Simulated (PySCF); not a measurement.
# 3-phenylpropionyl chloride: 4 charge schemes on one density

Compound: 3-phenylpropionyl chloride, C₉H₉ClO.
Z-matrix (Å and degrees, GFN2-xTB geometry), rows numbered from 1:
```
O 
C   1  1.1819
Cl  2  1.7802  1  119.48
C   2  1.4916  1  129.25  3   178.37
C   4  1.5349  2  111.69  1    14.00
C   5  1.5052  4  111.06  2    71.90
C   6  1.3898  5  120.05  4    75.05
C   7  1.3830  6  120.66  5  -179.25
C   8  1.3846  7  120.04  6    -0.02
C   9  1.3839  8  119.68  7     0.17
C  10  1.3842  9  120.21  8    -0.03
H   4  1.0913  2  109.19  1   137.08
H   4  1.0942  2  106.95  1  -107.03
H   5  1.0906  4  109.08  2   -49.39
H   5  1.0918  4  108.48  2  -167.53
H   7  1.0814  6  119.63  5     1.29
H   8  1.0802  7  119.87  6  -179.83
H   9  1.0801  8  120.11  7  -179.67
H  10  1.0799  9  120.04  8  -179.94
H  11  1.0796  6  119.54  5    -0.37
```

Density: PBE0/pcSseg-1 (PySCF); schemes: Mulliken, IAO, Hirshfeld and ESP-fitted. The structure is a single GFN2-xTB conformer in the gas phase; no vibrational or solvent corrections.

**Question.** What partial charge does each atom carry?

**Answer.** In e; atoms taken as equivalent share a row and are averaged (×n: the atom named and its like, n in all):

```csv
atom,environment,Mulliken,IAO,Hirshfeld,ESP-fitted
O1,carbonyl oxygen,-0.294,-0.345,-0.181,-0.364
C2,acyl halide carbon,+0.266,+0.378,+0.193,+0.420
Cl3,chlorine bonded to C,-0.131,-0.110,-0.071,-0.188
C4,sp3 carbon next to a carbonyl,-0.225,-0.304,-0.071,+0.141
C5,benzylic-type carbon,-0.075,-0.261,-0.066,-0.088
C6,substituted aromatic carbon,-0.338,-0.001,+0.001,+0.011
C7/C11,aromatic CH carbon,-0.005,-0.159,-0.053,-0.126
C8/C10,aromatic CH carbon,-0.072,-0.148,-0.048,-0.203
C9,aromatic CH carbon,-0.075,-0.154,-0.050,-0.088
H12/H13,methylene hydrogen,+0.172,+0.174,+0.055,0.000
H14/H15,methylene hydrogen,+0.136,+0.152,+0.047,+0.049
H16/H20,aromatic hydrogen,+0.070,+0.149,+0.046,+0.138
H17/H19,aromatic hydrogen,+0.091,+0.154,+0.051,+0.153
H18,aromatic hydrogen,+0.090,+0.153,+0.050,+0.132
```

Mean size of the charges over all atoms: IAO 0.179 e, ESP-fitted 0.139 e, Mulliken 0.130 e, Hirshfeld 0.064 e. Each set sums to the total charge, 0, to within 0.001 e. The Hirshfeld scheme divides the density at each point in proportion to the densities of the neutral, spherically averaged free atoms. The Mulliken scheme counts on each atom the diagonal of the density matrix times the overlap matrix over that atom's basis functions.

Some averages cover members that differ in this geometry: C8/C10, ESP-fitted -0.219 to -0.186 e.

Lowest charge. The schemes don't all agree: Mulliken C6 (-0.338); IAO O1 (-0.345); Hirshfeld O1 (-0.181); ESP-fitted O1 (-0.364).

Highest charge. All schemes agree: Mulliken C2 (+0.266); IAO C2 (+0.378); Hirshfeld C2 (+0.193); ESP-fitted C2 (+0.420).

**Question.** Sum the charges by element, for elements with more than one atom.

**Answer.** 
```tsv
element	atoms	Mulliken	IAO	Hirshfeld	ESP-fitted
C	9	-0.601	-0.956	-0.196	-0.261
H	9	+1.027	+1.411	+0.448	+0.813
```

**Question.** How many electrons does the ESP-fitted scheme count on C8?

**Answer.** Its own charge is -0.219 e, so Z − q = 6.219.

**Question.** How closely do the schemes follow one another over all atoms?

**Answer.** Correlation coefficient and root-mean-square difference: IAO with Hirshfeld 0.96, 0.125 e; Hirshfeld with ESP-fitted 0.87, 0.113 e; Mulliken with IAO 0.81, 0.114 e; Mulliken with Hirshfeld 0.81, 0.104 e; IAO with ESP-fitted 0.76, 0.129 e; Mulliken with ESP-fitted 0.60, 0.149 e.
